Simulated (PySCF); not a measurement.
# A small calculation by hand: entropy of an ideal gas

GeS, SMILES [S]=[Ge] (connectivity only; charge and spin as stated), neutral, multiplicity 1.

Coordinates come from a B3LYP-D3(BJ)/def2-TZVP optimisation.

B3LYP-D3(BJ)/def2-TZVP run with PySCF 2.14.0 gives the harmonic wavenumbers 575 cm⁻¹ and the rotational temperature 0.2650 K. The molar mass is 104.69 g/mol, the symmetry number 1, the spin multiplicity 1.

Task: Work out the entropy at 298.15 K and 1 atm in the rigid-rotor, harmonic-oscillator model.

Result: 
Translation (Sackur–Tetrode at 1 atm): S = R[1.5 ln M + 2.5 ln T − 1.16487] = 166.8 J/(mol K).
Rotation: q = T/(σ θ) = 1130, S = R[ln q + 1] = 66.7 J/(mol K).
Vibration: with u = 1.4388 ν/T, each mode gives R[u/(e^u − 1) − ln(1 − e^−u)]:
```json
[
 {"ν (cm⁻¹)": "575", "modes": "1", "u": "2.77", "S (J/(mol K))": "2.07"}
]
```
These are all the modes. Sum 2.1 J/(mol K).
Spin: R ln 1 = 0.0 J/(mol K).
Total 235.6 J/(mol K); the program's own thermochemistry gives 235.6. Translation makes up 71 % and vibration 1 %. Anharmonicity, hindered rotation and orbital degeneracy are left out.
